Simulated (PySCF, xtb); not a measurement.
C₂H₄N, SMILES C(C)#[NH+], charge +1.

Coordinates come from a PBE-D3(BJ)/def2-TZVP optimisation. The isomer is the one that the SMILES or the coordinates give; other isomers of the formula were not compared.

The numbers are results of C-PCM-ωB97X/def2-SVP run with PySCF, not measurements.

The values are the electrostatic part of the solvation free energy, E(continuum) − E(gas) at the gas-phase geometry, in a cavity of scaled van der Waals radii (PySCF's table); cavitation and dispersion terms are not included. In vacuum the orbital gap is 15.32 eV.

Problem. Estimate the values in water (ε = 78.36), N,N-dimethylformamide (ε = 37.22), 1-octanol (ε = 9.86). (An estimate is asked for; the answer gives what the named calculation found.)

Solution. 
```
solvent                    ε  ΔG(elec) (kcal/mol)  gap (eV)
---------------------  -----  -------------------  --------
water                  78.36                -65.3     15.38
N,N-dimethylformamide  37.22                -64.4     15.37
1-octanol               9.86                -59.4     15.37
```

For comparison, GFN2-xTB/ALPB(water) (xtb, at the GFN2-xTB geometry, all terms of that model) gives -68.5 kcal/mol.
